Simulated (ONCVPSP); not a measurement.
## Before and after: ONCV potential for silver

- Element: Ag (Z = 47)
- Generator: ONCVPSP 4.0.1
- Type: optimised norm-conserving Vanderbilt (ONCV)
- Functional: LDA (Perdew-Wang 92)
- Relativity: scalar-relativistic
- Frozen core: [Ar] 3d10
- Valence charge: 19
- Reference configuration: 4s2 4p6 4d10 5s1
- Partial waves: 4s+5s: rc 1.50 bohr, ncon 4, nbas 8, qcut 6.6 1/bohr, 2 projectors; 4p: rc 1.65 bohr, ncon 3, nbas 7, qcut 8.5 1/bohr, 1 projector; 4d: rc 1.15 bohr, ncon 4, nbas 8, qcut 8.1 1/bohr, 1 projector
- Local potential: polynomial inside 1.00 bohr (lpopt 1, dvloc0 3 Ha)
- Core correction: none

Change: local potential polynomial inside 1.00 bohr (lpopt 1, dvloc0 -2 Ha).

Cutoffs: the cutoffs (Ha) at which the residual kinetic energy of the hardest occupied pseudo-wave falls to 1 and 0.1 mHa per electron; they do not see the model core or the augmentation charge, which bear on the density cutoff. Errors are all-electron minus pseudo energies relative to the spin-unpolarised reference configuration.

Predict the effect on cutoff, ghosts and configuration errors.

The potential gets neither clearly harder nor softer (34 Ha and 112 Ha → 34 Ha and 112 Ha); of the 4 tests that both files solve, the error grows in 1 and shrinks in 1 by more than 15 % and 0.3 meV (median size 1.8 → 1.6 meV); neither file shows a bound ghost.

```csv
quantity,base,changed
"cutoff, loose",34 Ha,34 Ha
"cutoff, tight",112 Ha,112 Ha
bound ghosts,none,none
GHOST(+) flags under 300 eV,none,s at 193.4 eV
"error for 4s2 4p6 4d10 5s0, meV [ΔE 8.10 eV]",-1.7,-1.7
"error for 4s2 4p6 4d9 5s0, meV [ΔE 30.48 eV]",-1.8,-1.5
"error for 4s2 4p6 4d8 5s0, meV [ΔE 66.92 eV]",+5.1,+7.0
"error for 4s2 4p6 4d10 5s0.5, meV [ΔE 3.18 eV]",-0.6,-0.6
s: phases at 1.53 bohr within 0.05 rad from the reference energy up to (Ha; the scan ends near 5),to the end of the scan,to the end of the scan
p: phases at 1.67 bohr within 0.05 rad from the reference energy up to (Ha; the scan ends near 5),0.3,0.2
d: phases at 1.17 bohr within 0.05 rad from the reference energy up to (Ha; the scan ends near 5),to the end of the scan,to the end of the scan
```
